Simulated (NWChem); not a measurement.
# TiSCl₂; SMILES [S]=[Ti]([Cl])[Cl]

```xyz
4

Ti     0.0264    -0.0001     0.1526
S      2.0561    -0.0050    -0.1227
Cl    -0.9914    -1.9493    -0.1104
Cl    -0.9820     1.9540    -0.1106
```
Atoms are numbered in this order, from 1.

Level: B3LYP/6-31G* (spherical d) (NWChem), optimised geometry, unscaled harmonic frequencies. B3LYP is NWChem's, with the RPA form of VWN correlation.

Question: List the harmonic frequencies with IR intensities, and the thermochemistry.

Answer: 
| frequency (cm⁻¹) | IR intensity (km/mol) |
|---|---|
| 43 | 40.4 |
| 118 | 2.1 |
| 144 | 0.0 |
| 380 | 28.8 |
| 504 | 164.0 |
| 629 | 137.4 |

```json
{
 "zero_point_energy": "2.6 kcal/mol",
 "thermal correction to the enthalpy at 298.15 K (with zero-point energy)": "6.8 kcal/mol",
 "heat capacity Cv": "15.5 cal/(mol K)",
 "entropy at 298.15 K and 1 atm (symmetry number 1)": "82.5 cal/(mol K)",
 "dipole_moment": "1.67 D"
}
```

Rigid rotor and harmonic oscillator; modes under 100 cm⁻¹ make the entropy uncertain.
